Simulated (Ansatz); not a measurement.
Input file for `O[Si](O)(F)[SiH2]` radical:

```yaml
crystal:
  periodic: [false, false, false]
  atoms:
    - {symbol: O, position_ang: [-1.254284, 0.544884, 1.189347]}
    - {symbol: Si, position_ang: [-0.211606, -0.330021, 0.283401]}
    - {symbol: O, position_ang: [0.807908, -1.121915, 1.268548]}
    - {symbol: F, position_ang: [-1.100189, -1.370485, -0.551240]}
    - {symbol: Si, position_ang: [1.091325, 0.977253, -1.120116]}
    - {symbol: H, position_ang: [-2.119053, 0.734501, 0.821920]}
    - {symbol: H, position_ang: [0.446725, -1.590765, 2.023963]}
    - {symbol: H, position_ang: [2.045102, 0.225862, -1.977585]}
    - {symbol: H, position_ang: [0.294071, 1.930687, -1.938229]}
basis:
  gaussian: {orbitals: def2-TZVPP}
magnetization: {spin_polarized: true, initial_magnetization: 1}
correlation: {method: ccsd_t}
scf: {omitted_lower_state_checks: [cluster_reference]}
```

```sh
$ ansatz run in.yaml --threads 2 --pin off --events-out ev --progress --plain --max-ram 32768MiB --backend cuda --devices 0, --max-vram 18GiB
```

The program prints (abridged):

```
Functional definition: HF
1413 factors; integrals over basis functions are off by at most 6.3e-4 eV
mean field evaluation 1: about -22570.6577 eV, gradient 3.7e1 eV
mean field evaluation 2: about -22570.6614 eV, gradient 3.7e1 eV
mean field evaluation 4: about -22575.7110 eV, gradient 2.6e0 eV
mean field evaluation 8: about -22575.8010 eV, gradient 1.8e-1 eV
mean field -22575.80173851 eV, -829.6454114624 hartree, gradient 4.3e-6 eV, S^2 0.759308; 0 other end points of the search recorded, 0 dependent functions left out
13 core orbitals not correlated: weight in the atoms' cores, before any rotation towards them, 1.000 or more for the frozen orbitals, at most 0.000 for the correlated occupied ones
reference -22575.80173851 eV, -829.6454114624 hartree; 16, 15 occupied and 204, 205 virtual orbitals, 1413 factors
second order -25.70200606 eV of doubles, -0.00000000 eV of singles
cycle   1  -25.79834151 eV  change   -9.6e-2 eV  update   1.1e-1
cycle   2  -26.38227531 eV  change   -5.8e-1 eV  update   3.3e-2
cycle   3  -26.52485070 eV  change   -1.4e-1 eV  update   1.8e-2
cycle   4  -26.51157849 eV  change    1.3e-2 eV  update   5.0e-3
cycle   5  -26.50883200 eV  change    2.7e-3 eV  update   2.5e-3
cycle   6  -26.51011142 eV  change   -1.3e-3 eV  update   9.7e-4
cycle   7  -26.50987767 eV  change    2.3e-4 eV  update   4.9e-4
cycle   8  -26.50985320 eV  change    2.4e-5 eV  update   2.1e-4
cycle   9  -26.50997578 eV  change   -1.2e-4 eV  update   1.0e-4
cycle  10  -26.50994270 eV  change    3.3e-5 eV  update   4.4e-5
cycle  11  -26.50995392 eV  change   -1.1e-5 eV  update   2.2e-5
perturbative correction -0.88997327 eV, -0.0327059143 hartree
Total energy: -22603.20166570 eV, -830.6523402140 hartree
Checks for a lower state left out: cluster_reference
```

Hardware: 2 threads of an AMD EPYC 7R13 on a shared host and a share of an NVIDIA H100 80 GB. Wall time 15 s, peak host memory 0.83 GiB.

The correlation energy is -27.400 eV, 3.2 % of it from (T); the T1 diagnostic reads 0.0137.
